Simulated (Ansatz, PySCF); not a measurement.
Donor–acceptor adduct: BH3 (SMILES B) (first 4 atoms) with H2O (SMILES O); geometry from B3LYP-D3(BJ)/def2-TZVP.
(charge 0, multiplicity 1):
```xyz
7

B      0.2106     0.2493     0.7896
H      0.6172    -0.7672     0.2870
H     -0.8529     0.6372     0.3940
H      1.0372     1.0909     1.0056
O     -0.1901    -0.2478     2.3968
H     -0.8449    -0.9570     2.3526
H      0.5993    -0.6104     2.8199
```

Basis-set superposition error: the interaction energy with monomers in their own basis, and in the dimer's basis (counterpoise).

The values were computed with Ansatz (an electronic-structure program); PySCF for 6-31G* rows. 

```tsv
level	uncorrected (meV)	counterpoise (meV)	difference
SVWN5/def2-TZVPPD	-1506.1	-1499.7	6.3
BLYP/def2-TZVPPD	-847.5	-842.6	4.9
r2SCAN/def2-TZVPPD	-1100.7	-1097.4	3.3
B3LYP/6-31G*	-1148.0	-986.8	161.2
B3LYP/def2-TZVPPD	-906.4	-902.4	4.0
BHLYP/def2-TZVPPD	-927.5	-924.6	2.9
CAM-B3LYP/def2-TZVPPD	-1001.0	-996.8	4.2
wB97X-V/def2-TZVPPD	-1008.2	-1004.8	3.4
SCS-MP2/aug-cc-pVDZ	-865.3	-764.5	100.9
SCS-MP2/aug-cc-pVTZ	-925.5	-879.1	46.4
```

The error is largest for B3LYP/6-31G* (161.2 meV) and smallest for BHLYP/def2-TZVPPD (2.9 meV).
